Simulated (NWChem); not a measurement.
Species: SiHF, singlet; SMILES F[SiH]

```xyz
3

Si     0.0909     0.6022     0.0000
H     -1.4353     0.8535     0.0000
F      0.0181    -1.0316     0.0000
```
Atoms are numbered in this order, from 1.

Low-valent species are run as closed-shell singlets; no triplet was tried in these runs. The geometry was optimised at PBE0/def2-SVP.

Symmetry labels are those of Cs in the frame above (b1 and b2, or b-type labels, depend on it).

List the 4 lowest vertical singlet excitations from CAM-B3LYP/def2-SVPD, TDA (NWChem).


```csv
state,energy (eV),oscillator strength,symmetry,leading excitation (squared amplitude)
S1,3.07,0.032,a",HOMO → LUMO (0.97)
S2,5.82,0.085,a',HOMO → LUMO+1 (0.91)
S3,6.88,0.192,a',HOMO → LUMO+2 (0.93)
S4,7.64,0.054,a",HOMO−1 → LUMO (0.86)
```
